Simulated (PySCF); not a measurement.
Structure problem from calculated spectra and properties.

Formula: C6H12O2SSi.

| Property | Result |
| --- | --- |
| Dipole | 5.24 D [PBE0/pcSseg-1] |
| NMR, other nuclei | isotropic shieldings of nuclei other than C and H, by class: -322 (1 O), 238 (1 O), 418 (1 Si), 152 (1 S) ppm [GIAO PBE0/pcSseg-1] |
| 13C NMR | chemical shifts (computed TMS as zero) by class: 205.1 (1 C), 194.1 (1 C), 131.6 (1 C), 48.9 (1 C), 44.0 (1 C), 4.9 (1 C) ppm [GIAO PBE0/pcSseg-1] |
| 1H NMR | chemical shifts (computed TMS as zero) by class: 8.10 (1 H), 6.78 (1 H), 3.86 (3 H), 2.92 (1 H), 2.82 (1 H), 2.55 (3 H), 1.18 (1 H), 0.71 (1 H) ppm [GIAO PBE0/pcSseg-1] |
| Rotational structure | rotational constants A, B, C: 1.937, 0.484, 0.445 GHz [GFN2-xTB] |

Electronic properties: PySCF, gas phase, density fitting. Levels stand in brackets. One conformer (not necessarily the lowest) at the GFN2-xTB geometry, without solvent, vibrations or thermal averaging. GFN2-xTB frequencies show an imaginary mode (28i cm⁻¹), so this geometry is no minimum at that level. NMR values are class means; diastereotopic atoms form classes of their own.

Problem. Propose a structure and show how it fits.

Solution. Numbering: `[CH3:1][S@@:2](=[O:3])/[CH:4]=[CH:5]\[C:6](=[O:7])[CH2:8][CH2:9][SiH3:10]`. 6 carbons fall into 6 classes; from least to most shielded: ketone carbonyl carbon [C6] (205.1 ppm), alkene CH carbon [C4] (194.1 ppm), alkene CH carbon [C5] (131.6 ppm), S-methyl carbon [C1] (48.9 ppm), sp3 carbon next to a carbonyl [C8] (44.0 ppm), sp3 carbon bound to silicon [C9] (4.9 ppm). Hydrogen classes from least to most shielded: 1 H on an alkene CH carbon, C4 (8.10 ppm), 1 H on an alkene CH carbon, C5 (6.78 ppm), 3 H on an SiH3 silicon, Si10 (3.86 ppm, a mean of values up to 0.6 ppm apart in this geometry), 1 H on an sp3 carbon next to a carbonyl, C8 (2.92 ppm), 1 H on an sp3 carbon next to a carbonyl, C8 (2.82 ppm), 3 H on an S-methyl carbon, C1 (2.55 ppm, a mean of values up to 0.9 ppm apart in this geometry), 1 H on an sp3 carbon bound to silicon, C9 (1.18 ppm), 1 H on an sp3 carbon bound to silicon, C9 (0.71 ppm). The other shieldings belong to: -322 ppm, ketone oxygen [O7]; 238 ppm, sulfinyl oxygen [O3]; 418 ppm, SiH3 silicon [Si10]; 152 ppm, sulfinyl sulfur [S2]. The optimised geometry has point group C1 and is an asymmetric top. Structure: `C[S@@](=O)/C=C\C(=O)CC[SiH3]`. Computed isomers that give other values at the same levels: `CO[C@@H]1[Si@@H](SC)[C@@]1(C)C=O` (13C chemical shifts (computed TMS as zero) by class: 203.4 (1 C), 83.4 (1 C), 64.9 (1 C), 49.8 (1 C), 14.5 (1 C), 11.0 (1 C) ppm); `CSC[C@H]1COCC(=O)[SiH2]1` (13C chemical shifts (computed TMS as zero) by class: 254.9 (1 C), 88.7 (1 C), 77.3 (1 C), 44.7 (1 C), 25.4 (1 C), 18.3 (1 C) ppm); `C[S@@](=O)[C@H]1C[C@H](C=O)C[SiH2]1` (13C chemical shifts (computed TMS as zero) by class: 207.2 (1 C), 62.5 (1 C), 52.1 (1 C), 46.4 (1 C), 37.6 (1 C), 10.3 (1 C) ppm). The assignments are read from this structure; whether some other isomer fits the data as well wasn't checked. The mirror image fits equally.

Shape of the structure used: `[CH3:1][S@@:2](=[O:3])/[CH:4]=[CH:5]\[C:6](=[O:7])[CH2:8][CH2:9][SiH3:10]`: C1–S2–C4–C5 91°, C4–C5–C6–O7 -10°, C5–C6–C8–C9 -175°, C6–C8–C9–Si10 66°.
